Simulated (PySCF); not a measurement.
All values below come from PBE-D3(BJ)/def2-TZVP // PBE0-D4/def2-SVP (PySCF). Gas-phase values, no solvent. One relaxed conformer stands for a flexible species; it need not be the lowest. 

Reference species (SMILES): `[SiH3][Sn]([O]C)([O]C)[O]C` (neutral, multiplicity 1).

```
Quantity                   Value
----------------------  --------
HOMO–LUMO gap            3.99 eV
LUMO                    -1.96 eV
S1 oscillator strength     0.004
```

After one change: the HOMO–LUMO gap falls by 0.30 eV; the LUMO falls by 0.69 eV; the S1 oscillator strength is nearly the same.

Q: Name the change that produced these shifts. The new species is one of these.
A. `C[O][Sn]([O]C)([O]C)[O]C`
B. `C[O][Sn]([SiH3])([SiH3])[O]C` (C–O–Sn–Si torsion 45°, Si–Sn–O–C torsion -179°)
C. `C[O][Sn]([SiH3])([SiH3])[SiH3]` (C–O–Sn–Si torsion 61°)
D. `[SiH3][Sn]([SiH3])([SiH3])[SiH3]`

A: A, `C[O][Sn]([O]C)([O]C)[O]C`
